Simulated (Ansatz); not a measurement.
Species: methyltin triiodide, CH$_{3}$I$_{3}$Sn, net charge 0, singlet state. SMILES: [I][Sn]([I])([CH3])[I]
Geometry: optimised at B3LYP-D3(BJ)/def2-TZVP (Ansatz, a first-principles code).

Parts of the frozen-core correlation energy in def2-QZVPPD (Ansatz, hartree). Frozen orbitals: 37; correlated occupied orbitals by spin: 16 and 16; virtual: 470 and 470. Spin-orbit coupling is left out. In def2 rows, elements after Kr have scalar-relativistic effective core potentials.

```
term                             value
-------------------------  -----------
reference (HF)             -1143.13463
MP2 opposite-spin                  [?]
MP2 same-spin                      [?]
CCSD correlation              -0.81159
(T)                                [?]
T1 diagnostic                    0.010
largest doubles amplitude        0.020
```

Question: Some entries are withheld; supply them.

Answer: 
- MP2 opposite-spin, value: -0.58747
- MP2 same-spin, value: -0.17495
- (T), value: -0.04004
